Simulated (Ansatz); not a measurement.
Relaxation of C2H8BN3 (14 atoms, charge 0, multiplicity 1), to a largest force component of 0.02 eV/Å in at most 40 steps.

Level of theory: UKS PBE-D4/STO-3G in Ansatz 0.2.0.

```xyz
14
Properties=species:S:1:pos:R:3
B -0.402 -1.774 1.782
C -0.126 -0.504 0.858
N 0.927 0.373 1.200
N -0.776 -0.294 -0.205
C -0.683 0.774 -1.183
N 0.561 0.629 -1.906
H -1.312 -2.454 1.496
H 0.227 -1.921 2.735
H 1.533 0.201 2.112
H 1.212 1.210 0.669
H -1.553 0.766 -1.850
H -0.672 1.770 -0.624
H 0.595 1.438 -2.590
H 0.455 -0.244 -2.464
```

**Question.** Where does it end, and by what steps?

**Answer.** The run converged. Limits of this set-up: minimal basis. After 12 steps the energy has fallen by 1.676 eV; H10 moved furthest, 0.85 Å.

```csv
step,energy less start (eV),largest force component (eV/Å),accepted
0,0.0000,5.557,yes
1,-0.8150,2.441,yes
2,-1.1361,1.909,yes
3,-1.3581,0.990,yes
4,-1.5643,0.689,yes
5,-1.6354,0.723,yes
6,-1.6632,0.132,yes
7,-1.6662,0.268,yes
8,-1.6735,0.090,yes
9,-1.6747,0.119,yes
10,-1.6755,0.066,yes
11,-1.6758,0.047,yes
12,-1.6760,0.009,yes
```

```xyz
14
Properties=species:S:1:pos:R:3
B -0.458 -1.636 1.891
C -0.176 -0.540 0.839
N 0.925 0.349 0.968
N -1.115 -0.436 -0.173
C -0.800 0.725 -1.122
N 0.692 0.871 -1.508
H -1.380 -2.358 1.756
H 0.256 -1.759 2.824
H 1.712 -0.053 1.543
H 1.166 0.737 -0.039
H -1.434 0.599 -2.034
H -1.077 1.690 -0.629
H 0.761 1.726 -2.138
H 0.916 0.053 -2.150
```

Whether the end is a true minimum wasn't checked by a vibrational analysis.

Run time: 27 s on 1 thread of AMD EPYC 9R45 96-Core Processor (Zen 5) (shared host), peak memory 0.18 GiB.
